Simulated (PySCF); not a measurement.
Orbital picture of ZnCl

r²SCANh at R = 2.166 Å; basis Zn def2-TZVPP, Cl def2-TZVPP; no relativity; PySCF 2.14. State: ²Σ⁺ (doublet), unpaired electrons σ ↑. Only the outer orbitals are listed, counted within each symmetry.

```csv
spin,orbital,occ.,ε (eV),on Zn (%),main shells (%)
α,11σ,1,-9.93,35,"63 Cl p, 29 Zn s"
α,5π,1,-8.13,5,94 Cl p
α,5π,1,-8.13,5,94 Cl p
α,12σ,1,-6.41,81,"60 Zn s, 21 Zn p, 18 Cl p"
α,6π,0,-1.27,97,95 Zn p
α,6π,0,-1.27,97,95 Zn p
α,13σ,0,1.02,100,"83 Zn p, 9 Zn d, 9 Zn s"
β,11σ,1,-9.44,30,"68 Cl p, 22 Zn s"
β,5π,1,-8.04,5,95 Cl p
β,5π,1,-8.04,5,95 Cl p
β,12σ,0,-3.85,87,"75 Zn s, 13 Cl p, 11 Zn p"
β,6π,0,-0.46,98,97 Zn p
β,6π,0,-0.46,98,97 Zn p
```

**Question.** Which are the highest filled and the lowest empty level, where do they sit, and how wide is the gap?

**Answer.** Highest filled α 12σ at -6.41 eV (in %: 60 Zn s, 21 Zn p, 18 Cl p); lowest empty β 12σ at -3.85 eV (in %: 75 Zn s, 13 Cl p, 11 Zn p); the gap at r²SCANh is 2.56 eV.

```json
{
 "bond order (Mayer)": "1.02",
 "⟨S²⟩": "0.754",
 "charge on Zn (Mulliken, basis-dependent)": "0.38",
 "charge on Zn (Löwdin, basis-dependent)": "0.02",
 "dipole moment (positive dipole means Zn(−)Cl(+))": "-2.76 D"
}
```

The state is the lowest determinant that a PBE0 search found; another state may lie lower at other levels.
